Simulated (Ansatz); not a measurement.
Reaction (ligand exchange at the Si–O bond): `C=C=C(Cl)O[SiH3]` + `NCS` → `NCS[SiH3]` + `C=C=C(O)Cl`

Gas-phase electronic energies from Ansatz, PBE0-D4/def2-TZVP geometries. CCSD(T)/CBS adds triple-zeta CCSD(T) − MP2 to the extrapolated MP2 energy (def2 sets, frozen cores). Functionals use def2-TZVPP. HSE06 is defined as in plane-wave codes. One conformer a species, not always the lowest.

```
          level  ΔE (kJ/mol)  difference from CCSD(T)/CBS
    LDA (SPW92)         18.3                        -11.5
        BLYP-D4         30.2                          0.4
     r2SCAN0-D4         25.3                         -4.5
       HSE06-D4         18.1                        -11.7
            PBE         14.6                        -15.2
          HSE06         17.7                        -12.1
      CAM-B3LYP         36.1                          6.3
        LC-ωPBE         24.7                         -5.1
 MP2/def2-TZVPP         31.7                          1.9
CCSD/def2-TZVPP         34.4                          4.6
    CCSD(T)/CBS         29.8                            0
```

Largest T1 diagnostic among the species: 0.012.

From BLYP to BHLYP (50 % exact exchange), in def2-TZVPP and without D4, ΔE moves by +7.6 kJ/mol. In def2-TZVPP, CCSD(T) changes the Hartree–Fock value by −10.8 kJ/mol (the triples alone add −2.4 kJ/mol) and MP2 by −11.2 kJ/mol.
